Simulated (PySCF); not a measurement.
Two structures of SiNH$_{7}$Se, closed shell, reached by relaxing down either side of one saddle point (PBE0-D4/def2-TZVP). Energies are electronic, without zero-point energy. Program: PySCF 2.14 with density fitting (its default auxiliary sets; JK sets also for MP2 and CCSD(T)). Basis: def2-TZVPP and def2-QZVPP. Cores are frozen in the correlated methods. Filled d shells of the heavier atoms are correlated. The def2 sets are not built for correlating such inner shells, so the correlated values are less sure here. Extrapolation: Hartree–Fock as exp(−7.88 √X), correlation as X^−2.97. First:

```
10
angstrom
Si -1.3120 -0.4348 0.1479
H -0.7005 -1.4471 -0.7708
H -2.5252 -1.0541 0.7418
H -1.6886 0.7277 -0.6993
N -0.3164 0.1148 1.4339
H 1.1638 0.2696 -1.9130
Se 1.9687 1.3476 -1.3262
H -0.1750 -0.4751 2.2379
H 0.5256 0.6190 1.1969
H 3.0555 0.4095 -1.0227
```

Second:

```
atom    x (Å)    y (Å)    z (Å)
 Si1  -0.3365   0.5494   0.3183
  H2  -0.9831  -2.0563  -2.9959
  H3  -1.0920  -0.7196   0.1964
  H4  -1.0857   1.7085  -0.2222
  N5  -0.0473   0.7753   1.9890
  H6  -0.4994  -1.5491  -2.7353
 Se7   1.4792   0.4794  -1.0828
  H8   0.1556  -0.0252   2.5662
  H9   0.4543   1.5878   2.3122
 H10   1.9741  -0.7871  -0.5263
```

Task: Which bonds change from the first to the second?

Result: SiNH₅ ([NH2][SiH3]) + H₂Se → SiNH₅Se ([NH2][SiH2][SeH]) + H₂; bonds formed: Si1–Se7, H2–H6; bonds broken: Si1–H2, H6–Se7.

Task: Give the saddle point's structure and its height above each. (An estimate is asked for; the value comes from the calculation.)

Result: By the calculation: 162.3 kJ/mol above the first and 209.6 kJ/mol above the second (CCSD(T) at an estimated basis limit (MP2 extrapolated from triple and quadruple zeta, plus CCSD(T) − MP2 in triple zeta)).
Si1  (-0.779, -0.073, -0.034)
H2  (-0.376, -1.082, -1.370)
H3  (-1.725, -1.183, 0.315)
H4  (-1.586, 0.948, -0.735)
N5  (0.040, 0.039, 1.435)
H6  (0.236, -0.407, -1.497)
Se7  (1.252, 1.223, -1.228)
H8  (-0.222, -0.543, 2.215)
H9  (0.800, 0.674, 1.606)
H10  (2.358, 0.404, -0.709)
(Å)

T1 diagnostic: at most 0.011.

Labels in which every atom is bracketed show which atoms are joined, not bond orders.

For scale, one of the runs: CCSD(T)/def2-TZVPP, 219 basis functions, launched by `OMP_NUM_THREADS=4 python run.py`. The run took 16 min on 4 CPU threads of an Arm Neoverse V1 (shared host), with 3.9 GiB of host memory at its peak.
